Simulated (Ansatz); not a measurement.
Ca₄O₄⁻. The state is a doublet with charge -1. Geometry PBE-D4/def2-SVPD; atoms count from 1.

```xyz
8

Ca   -0.395   -2.424    0.284
Ca   -2.923    0.492    0.130
Ca    0.403    2.432   -0.182
Ca    2.915   -0.500   -0.229
O     2.238    1.460   -0.292
O    -2.238   -1.460    0.291
O    -1.649    2.120   -0.053
O     1.649   -2.120    0.052
```

The highest occupied level of the relaxed charge -1 doublet lies above zero (up to 0.66 eV). Energy differences put its binding near zero (0.08 eV; each at its own geometry, against the charge 0 singlet, at PBE0-D4/def2-TZVPD), which leaves it undecided. The structure comes from a short search, and lower isomers may exist.

Problem. Estimate the Mulliken populations from the PBE0/def2-TZVPD orbitals of Ansatz.

Solution. 
| atom | charge (e) | spin (α − β) |
| --- | --- | --- |
| Ca1 | 0.93 | 0.37 |
| Ca2 | 1.13 | 0.30 |
| Ca3 | 0.93 | 0.37 |
| Ca4 | 1.13 | 0.30 |
| O5 | -1.28 | -0.09 |
| O6 | -1.28 | -0.09 |
| O7 | -1.28 | -0.09 |
| O8 | -1.28 | -0.09 |
Mulliken values depend strongly on the basis. With diffuse functions, as here, like atoms can get unlike values, and bond orders can come out too low or too high.

Problem. Where does the spin sit?

Solution. Summed by element: Ca 1.35, O -0.35, of 1 unpaired in all. Largest on single atoms: Ca1 0.37, Ca3 0.37, Ca4 0.30.

Problem. And the Mayer bond orders between heavy atoms (over 0.3)?

Solution. Ca1–O6 0.44 (2.08 Å); Ca1–O8 0.44 (2.08 Å); Ca2–O6 0.39 (2.08 Å); Ca2–O7 0.39 (2.08 Å); Ca3–O5 0.44 (2.08 Å); Ca3–O7 0.44 (2.08 Å); Ca4–O5 0.39 (2.08 Å); Ca4–O8 0.39 (2.08 Å).
